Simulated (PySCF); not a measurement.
Some computed properties have been withheld. Give your best values.

Compound: C₅H₉BO₂.
SMILES: `O1[C@@H](C=C)CCOB1`

```csv
property,level,value
point group,PBE0-D3(BJ)/def2-SVP,C1
"rotational constants A, B, C",PBE0-D3(BJ)/def2-SVP,"3.926, 1.597, 1.372 GHz"
dipole moment,B3LYP/def2-SVPD,3.06 D
HOMO energy,B3LYP/def2-SVPD,?
LUMO energy,B3LYP/def2-SVPD,-0.47 eV
lowest singlet excitation,TDDFT B3LYP/def2-SVPD,"6.74 eV (184 nm, f = 0.099)"
strongest line among the 10 lowest singlet transitions,TDDFT B3LYP/def2-SVPD,"S6 at 7.56 eV (164 nm, f = 0.277)"
lowest triplet excitation (Tamm–Dancoff),TDA B3LYP/def2-SVPD,4.42 eV
static isotropic polarisability,B3LYP/def2-SVPD,79.1 au
vertical ionisation energy,ΔSCF B3LYP/def2-SVPD,?
electronic spatial extent ⟨r²⟩ about the centre of nuclear charge,B3LYP/def2-SVPD,946 bohr²
13C chemical shifts (computed TMS as zero) by class,GIAO B3LYP/pcSseg-1,"149.9 (1 C), 123.3 (1 C), 75.7 (1 C), 60.3 (1 C), 37.0 (1 C) ppm"
1H chemical shifts (computed TMS as zero) by class,GIAO B3LYP/pcSseg-1,?
"isotropic shieldings of nuclei other than C and H, by class",GIAO B3LYP/pcSseg-1,"74 (1 B), 174 (1 O), 197 (1 O) ppm"
largest of the computed one-bond spin–spin couplings (means over like bonds),"B3LYP/pcJ-1, spin–dipole term left out for some pairs","11B–1H +188.9, 13C–1H +170.2, 13C–1H +164.6, 13C–1H +161.8, 13C–1H +154.7, 13C–1H +154.6, 13C–1H +147.3, 13C–1H +135.8 Hz"
```

Gas-phase values; electronic properties from PySCF, density fitting. Geometry: PBE0-D3(BJ)/def2-SVP, one conformer, isolated molecule.

The vertical ionisation energy?

9.74 eV.

What is the HOMO energy?

-7.65 eV.

Give the 1H chemical shifts (computed TMS as zero) by class.

6.19 (1 H), 5.38 (1 H), 5.29 (1 H), 4.16 (1 H), 4.12 (1 H), 4.06 (1 H), 3.89 (1 H), 2.12 (1 H), 1.46 (1 H) ppm.

The vertical singlet–triplet gap S1 − T1 is 2.32 eV (TDDFT singlet less Tamm–Dancoff triplet; S1: HOMO→LUMO, weight 0.49, beside HOMO−1→LUMO, weight 0.38; T1: HOMO→LUMO, weight 0.86). The dipole matches unit charges of opposite sign 0.64 Å apart (1 e·Å = 4.8032 D). A dipole of 3.06 D is allowed in C1, and pure rotational transitions are dipole-allowed.
